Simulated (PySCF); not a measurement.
Magnetic susceptibility: SMILES [C@@H]1(C[SiH2]F)CC(=O)O1, C4H7FO2Si

Geometry:
```csv
atom,x (Å),y (Å),z (Å)
O1,-2.612,0.490,2.006
C2,-1.879,0.147,1.138
C3,-1.906,0.128,-0.378
C4,-0.501,-0.480,-0.213
C5,0.686,0.313,-0.704
Si6,2.270,-0.162,0.245
F7,3.456,0.609,-0.531
O8,-0.642,-0.403,1.229
H9,-2.668,-0.515,-0.810
H10,-1.945,1.110,-0.844
H11,-0.426,-1.530,-0.510
H12,0.489,1.378,-0.564
H13,0.802,0.145,-1.775
H14,2.578,-1.576,0.090
H15,2.293,0.354,1.599
```

The calculation used PySCF, GIAO BHandHLYP/pcSseg-1 magnetisability, rotational g tensor and spin-rotation constants, non-relativistic, gas phase. Geometry: GFN2-xTB.

Task: How diamagnetic is it, and how anisotropic?

Result: Isotropic -1116 × 10⁻³⁰ J/T², or -67.2 × 10⁻⁶ cm³/mol; principal values -1207, -1099, -1043 × 10⁻³⁰ J/T², anisotropy 144 × 10⁻³⁰ J/T² (root of half the summed squared differences of the principal values). The susceptibility is in cgs units.

Task: Split it along the inertial axes a, b, c into diamagnetic and paramagnetic parts about the centre of mass, with the quadrupole moment.

Result: 
| axis | χ (10⁻⁶ cm³/mol) | diamagnetic (10⁻⁶ cm³/mol) | paramagnetic (10⁻⁶ cm³/mol) | summed x² of all electrons (Å²) | quadrupole Θ (D Å) |
| --- | --- | --- | --- | --- | --- |
| a | -69.2 | -354.7 | 285.6 | 336.7 | -19.26 |
| b | -67.3 | -1548.2 | 1480.9 | 55.4 | +9.17 |
| c | -65.2 | -1663.5 | 1598.3 | 28.2 | +10.09 |

Anisotropies 2χaa − χbb − χcc = -5.8 and 2χbb − χaa − χcc = -0.3 × 10⁻⁶ cm³/mol. Θ is traceless in Buckingham's convention.

Task: And the rotational g tensor?

Result: 
```tsv
axis	rotational constant (GHz)	g	nuclear part	electronic part
a	5.0435	-0.0576	0.6191	-0.6767
b	0.7639	-0.0154	0.5161	-0.5315
c	0.7127	-0.0152	0.5199	-0.5351
```
Asymmetric top; isotopes 12C, 19F, 1H, 16O, 28Si; no vibrational averaging.
